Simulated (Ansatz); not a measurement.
System: sum formula H4SiNO3 (charge 0, doublet). It need not be the lowest isomer of its formula. 
Coordinates optimised at B3LYP-D3(BJ)/def2-TZVP (Ansatz, a program for electronic structure):
SMILES: [NH][Si](O)(O)O
```xyz
9

N     -0.2823    -0.3534     1.6973
Si    -0.0112    -0.0068     0.0106
O      1.5765    -0.2409    -0.3269
O     -0.3429     1.5570    -0.3414
O     -1.0030    -0.9763    -0.8524
H     -1.2705    -0.4211     1.9495
H      2.0559    -0.8699     0.2182
H      0.3724     2.1891    -0.2299
H     -0.8695    -1.0473    -1.8013
```
Charge 0, spin multiplicity 2.

Basis-set convergence of Hartree-Fock and MP2 correlation energies (hartree) with Ansatz. Correlated levels leave the core frozen unless marked. UHF or UKS for open shells. No spin-orbit coupling. Non-relativistic.

```
basis        functions       E(HF)  E(corr, MP2)
-----------  ---------  ----------  ------------
cc-pV(D+d)Z         99  -570.45749      -0.78161
cc-pV(T+d)Z        215  -570.59021      -1.00422
cc-pV(Q+d)Z        404  -570.61859      -1.08583
```

Extrapolating the two largest sets (X = 3 and 4) as X^-3: E(corr) = (64·(-1.08583) - 27·(-1.00422))/37 = -1.1454 Eh, an estimate of the basis-set limit. The largest set recovers 94.8 % of it, the smallest 68.2 %.
